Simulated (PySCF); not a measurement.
## Interval between two levels of Cd by level of theory

Cd [Kr] 4d10 5s2 → Cd [Kr] 4d9 5s2 5p1 [3F4, M_J = 4], as a difference of total energies. Calculation: PySCF 2.14, in x2c-TZVPall-2c with one added diffuse shell each of s, p, d type (9s10p8d1f, 86 functions); the two-component X2C-1e Hamiltonian. Correlated levels: [Ar] 3d10 frozen; the 6 highest virtual spinors dropped. "Screened" scales the spin-orbit matrix elements by Boettger's factors to mimic the two-electron term; Breit and QED terms are absent.

| method | interval between two levels (cm⁻¹) |
| --- | --- |
| GHF (spin-free) | 89554 |
| GMP2 (spin-free) | 96118 |
| GHF (screened spin-orbit) | 87874 |
| GMP2 (screened spin-orbit) | 94359 |

The labels give the starting determinants; with spin-orbit coupling the two ends relaxed to ⟨J²⟩ = 0.00, ⟨L²⟩ = 0.02, ⟨S²⟩ = 0.02 and ⟨J²⟩ = 20.02, ⟨L²⟩ = 12.03, ⟨S²⟩ = 2.02.
